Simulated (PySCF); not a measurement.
H2ClGaO, SMILES [Cl][GaH][OH], PBE0/def2-SVP optimised geometry.

```
5

Ga    -0.22     0.23     0.00
H      1.34     0.23     0.00
Cl    -1.34     2.05     0.00
O     -1.25    -1.21     0.00
H     -0.78    -2.05     0.00
```

Density from PBE0/def2-TZVP (PySCF) at that geometry.

Minimum of the electron density along straight lines between bonded atoms, close to the bond critical point (lines longer than 1.1 times the sum of covalent radii, or with two minima, are not listed):

```csv
bond,length / Å,ρ at the minimum / e bohr⁻³,∇²ρ there / e bohr⁻⁵,position (fraction from the first atom)
Ga1–H2,1.553,0.119,___,0.60
Ga1–Cl3,2.139,___,0.28,0.44
Ga1–O4,1.774,0.139,___,0.48
O4–H5,0.963,0.357,-2.39,0.80
```

Q: Some entries are withheld; supply them.

A: 
- Ga1–H2, ∇²ρ there / e bohr⁻⁵: 0.13
- Ga1–Cl3, ρ at the minimum / e bohr⁻³: 0.098
- Ga1–O4, ∇²ρ there / e bohr⁻⁵: 0.75
